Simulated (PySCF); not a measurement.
From one molecule to another.

First species: C7H12.
Numbering: `[CH3:1][C@H:2]1[C@@H:3]2[CH2:4][CH2:5][C@H:6]1[CH2:7]2` (hydrogens: H8, H9, H10 on C1; H11 on C2; H12 on C3; H13, H14 on C4; H15, H16 on C5; H17 on C6; H18, H19 on C7)

Second species: C₅H₆N₂Si.
Atom-mapped SMILES: `[N:1]#[C:2][c:3]1[cH:4][cH:5][cH:6][n:7]1[SiH3:8]` (hydrogens: H9 on C4; H10 on C5; H11 on C6; H12, H13, H14 on Si8)

Cartesian coordinates in Å at the PBE0-D3(BJ)/def2-SVP level; atoms count from 1:
```
atom  x, y, z in Å
N1    -1.190    2.897    0.766
C2    -0.472    2.041    0.447
C3     0.379    0.978    0.055
C4     1.759    0.939   -0.063
C5     2.097   -0.366   -0.490
C6     0.918   -1.071   -0.616
N7    -0.138   -0.263   -0.286
Si8   -1.869   -0.716   -0.301
H9     2.432    1.769    0.141
H10    3.096   -0.751   -0.684
H11    0.752   -2.103   -0.919
H12   -2.594    0.144   -1.272
H13   -2.430   -0.556    1.066
H14   -1.871   -2.141   -0.727
```

Levels: B3LYP/def2-SVPD for HOMO energy, LUMO energy, HOMO–LUMO gap and static isotropic polarisability; TDDFT B3LYP/def2-SVPD for lowest singlet excitation; TDA B3LYP/def2-SVPD for lowest triplet excitation (Tamm–Dancoff); ΔSCF B3LYP/def2-SVPD for vertical ionisation energy. Geometries: PBE0-D3(BJ)/def2-SVP. Each structure is a single optimised conformer of the isolated species, non-relativistic unless stated; the electronic structure was computed with PySCF and density fitting.

| property | column X | column Y |
| --- | --- | --- |
| HOMO energy | -6.72 eV | -7.89 eV |
| LUMO energy | -1.20 eV | 0.55 eV |
| HOMO–LUMO gap | 5.52 eV | 8.44 eV |
| lowest singlet excitation | 5.26 eV | 7.56 eV |
| lowest triplet excitation (Tamm–Dancoff) | 3.58 eV | 7.46 eV |
| static isotropic polarisability | 96.4 au | 78.6 au |
| vertical ionisation energy | 8.75 eV | 9.96 eV |

Q: Which column belongs to which species?

A: Column X is the second species and column Y the first. The first has 19 atoms and 54 electrons, the second 14 and 64.

Q: How does each property change from the first species to the second?

A: HOMO energy +1.17 eV; LUMO energy -1.75 eV; HOMO–LUMO gap -2.92 eV; lowest singlet excitation -2.30 eV; lowest triplet excitation (Tamm–Dancoff) -3.88 eV; static isotropic polarisability +17.8 au; vertical ionisation energy -1.21 eV.

On the first: S1 lies 0.88 eV below the HOMO–LUMO gap; its leading configuration is HOMO→LUMO, weight 0.98. The ΔSCF ionisation energy exceeds −ε(HOMO) by 2.07 eV with B3LYP.

On the second: S1 lies 0.26 eV below the HOMO–LUMO gap; its leading configuration is HOMO→LUMO+1, weight 0.90. The polarisability is 14.28 Å³ as a volume (1 au = 0.148185 Å³), or 1.51 au for each of the 64 electrons.
